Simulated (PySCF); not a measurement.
## Working out the excitation energy of C

C [He] 2s2 2p2 (3P) → C [He] 2s2 2p1 3s1 (3P). Calculation: PySCF 2.14, in aug-cc-pwCVDZ; no relativity, point nucleus. Frozen: nothing. Energies in hartree (1 hartree = 27.21139 eV):

| part | C (lower) | C (upper) |
| --- | --- | --- |
| UHF | -37.687797 | -37.405116 |
| CCSD correlation | -0.107328 | -0.108288 |
| (T) | -0.001488 | -0.001874 |

Task: What does Hartree-Fock give?

Result: (-37.405116) − (-37.687797) = 0.282681 hartree = 7.692 eV.

Task: What do CCSD and CCSD(T) give?

Result: The CCSD correlation energies differ by -0.000960 hartree = -0.026 eV and the triples by -0.000386 hartree = -0.011 eV, so CCSD gives 7.666 eV and CCSD(T) 7.655 eV.

Measured between the centres of the two terms (NIST): 7.482 eV, so CCSD(T) (valence and next inner shell) is off by 0.173 eV.

A double-zeta basis recovers only part of the correlation energy.

What remains against the reference includes basis incompleteness and higher excitations.
